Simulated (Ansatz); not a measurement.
`[F][Ga]([F])[Cl]` + HBr → `[F][Ga]([F])[Br]` + HCl at 400 K and 1 bar (ligand exchange at a Ga–Cl bond).

Computed with Ansatz on PBE0-D4/def2-TZVP structures; ΔE is electronic, products minus reactants. CCSD(T)/CBS adds triple-zeta CCSD(T) − MP2 to the extrapolated MP2 energy (def2 sets, frozen cores). This one scheme is used for every species. For Br, Ga outer-core shells are correlated without core-valence functions, which leaves a few kJ/mol of doubt a bond. Scalar relativity is left out up to krypton.

```
           species  CCSD(T)/CBS energy (Eh)  H − E (kJ/mol)  S (J/(mol·K))
`[F][Ga]([F])[Cl]`              -2583.43598            37.6          333.8
               HBr              -2573.91920            27.6          207.2
`[F][Ga]([F])[Br]`              -4696.97905            37.2          345.7
               HCl               -460.38127            29.6          195.4
```

H − E and S are ideal-gas, rigid-rotor, harmonic terms from PBE0-D4/def2-TZVP. 1 Eh = 2625.50 kJ/mol, R = 8.31446 J/(mol·K).

By hand: ΔE, ΔH, ΔS and ΔG.

ΔE = (-4696.97905) + (-460.38127) − (-2583.43598) − (-2573.91920) = -0.00514 Eh = -13.5 kJ/mol. Δ(H − E) = 37.2 + 29.6 − 37.6 − 27.6 = 1.6, so ΔH = -11.9 kJ/mol. ΔS = 345.7 + 195.4 − 333.8 − 207.2 = 0.1 J/(mol·K). ΔG = -11.9 − 400 × (0.1)/1000 = -11.9 kJ/mol.

By hand: the equilibrium constant, and the temperature at which ΔG would vanish if ΔH and ΔS stayed fixed.

log₁₀ K = −ΔG/(RT ln 10) = 1.6. ΔH and −TΔS have one sign here, so there is no such temperature. One of them is within its doubt of zero, so this could turn.

The number of gas molecules stays the same, so ΔS is small and ΔH decides. A doubt of 5 kJ/mol in ΔE shifts log₁₀ K by 0.7 here. These are equilibria of isolated gas molecules and say nothing of rates. Largest T1 diagnostic: 0.014 (customary marks: 0.02 for closed shells, 0.045 for open ones).
